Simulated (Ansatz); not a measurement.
CH7BNP (`CB(N)P`). The species carries charge 0 and has multiplicity 1.

```xyz
11

C    -0.087    0.938    1.094
B     0.097   -0.182    0.006
N     1.370   -0.589   -0.391
P    -1.458   -1.101   -0.691
H    -0.764    0.618    1.892
H     0.854    1.251    1.557
H    -0.548    1.826    0.648
H     1.545   -1.288   -1.092
H     2.208   -0.201    0.009
H    -1.005   -1.325   -2.018
H    -2.214    0.053   -1.013
```

**Question.** List the harmonic frequencies (cm⁻¹, unscaled) at PBE0-D4/def2-TZVP in Ansatz. (Estimate.)

**Answer.** Ansatz gave: 87, 155, 228, 311, 370, 541, 558, 571, 691, 727, 858, 875, 895, 1096, 1161, 1321, 1376, 1453, 1470, 1640, 2409, 2428, 3036, 3105, 3113, 3606, 3705.

**Question.** Is this a minimum?

**Answer.** Yes, all 27 modes are real.

**Question.** Give the ideal-gas thermochemistry at 298.15 K and 1 bar (rigid rotor, harmonic oscillator; point group C1, symmetry number 1).

**Answer.** Zero-point energy 226.0 kJ/mol; H(298) − E = 245.6 kJ/mol; entropy 326.8 J/(mol·K), of which translation 162.7, rotation 107.7, vibration 56.4; G(298) − E = 148.2 kJ/mol. Modes under 100 cm⁻¹ are hindered rotations or soft bends, so the harmonic entropy is rough.
